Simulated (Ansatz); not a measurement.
Cartesian coordinates in Å:
```
F -0.370 -2.278 0.298
Si -0.217 -1.266 -0.936
C -0.506 0.467 -0.346
Si 0.532 0.997 1.126
H 1.159 -1.416 -1.471
H -1.209 -1.676 -1.962
H -0.285 1.140 -1.184
H -1.565 0.599 -0.101
H 0.136 0.241 2.340
H 1.971 0.741 0.848
H 0.354 2.450 1.388
```

Total charge 0; spin multiplicity 1.

(1) List the r2SCAN/def2-TZVPP orbital energies in eV (Ansatz). (An estimate is asked.)

## Answers

(1) The calculation gave: Occupied: -1791.88, -1791.00, -665.98, -273.04, -142.22, -141.47, -97.14, -97.06, -97.05, -96.32, -96.32, -96.32, -31.09, -18.70, -13.93, -13.36, -11.56, -11.11, -10.97, -10.66, -9.39, -8.71, -8.60, -8.23, -7.91. Lowest empty: -0.23, 0.11, 0.84, 1.20, 1.42, 1.60, 1.91, 2.17.
